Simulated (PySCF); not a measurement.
**Building multiplets from coupling constants**

Bonds (- single, = double, # triple, : aromatic): O1-N2 1.388 Å, N2-C3 1.397 Å, C3:C4 1.400 Å, C4:C5 1.393 Å, C5:C6 1.394 Å, C6:C7 1.396 Å, C7:C8 1.390 Å, C8:C3 1.403 Å. O1 carries H9; N2 carries H10; C4 carries H11; C5 carries H12; C6 carries H13; C7 carries H14; C8 carries H15.

- B97-2/pcSseg-1 with gauge-including orbitals
- geometry from PBE0-D3(BJ)/def2-SVP
- B3LYP/pcJ-1 coupling constants (spin–dipole term only in couplings to heteroatoms)
- code: PySCF
- equivalent nuclei averaged, non-relativistic Hamiltonian, single conformer, in vacuum

Chemical shifts δ = σref − σ; 1H and 13C vs TMS, all at this level.

Spectrometer: 400 MHz for 1H. First-order analysis; couplings under 1 Hz (under 4 Hz in carbon signals) are ignored, and nearly equal couplings are merged; the smaller ones broaden or split the lines further.

Problem. What pattern does H13 show (1H)?

Solution. A triplet at δ 6.84: 8.2 Hz to H12/H14 (2 × 1H, 3 bonds away). Lines in Hz from the centre (relative intensity): +8.2 (1), +0.0 (2), -8.2 (1). The outer lines are 16.4 Hz apart, the sum of the couplings kept, or 0.041 ppm at this field.

Problem. What pattern does C6 show in the proton-coupled 13C spectrum?

Solution. A doublet of triplets at δ 121.8: 168.9 Hz to H13 (1 × 1H, 1 bond away), 8.0 Hz to H11/H15 (2 × 1H, 3 bonds away). Lines in Hz from the centre (relative intensity): +92.5 (1), +84.5 (2), +76.5 (1), -76.5 (1), -84.5 (2), -92.5 (1). The outer lines are 184.9 Hz apart, the sum of the couplings kept, or 1.838 ppm at this field.

Problem. What pattern does C3 show in the proton-coupled 13C spectrum?

Solution. A triplet at δ 151.8: 8.8 Hz to H12/H14 (2 × 1H, 3 bonds away). Lines in Hz from the centre (relative intensity): +8.8 (1), +0.0 (2), -8.8 (1). The outer lines are 17.6 Hz apart, the sum of the couplings kept, or 0.175 ppm at this field.

Exchangeable OH/NH protons stand at their gas-phase positions; hydrogen bonding in a real sample shifts them, mostly to higher δ. Unscaled 3J(H,H) at this level run about 10 % above measured values.
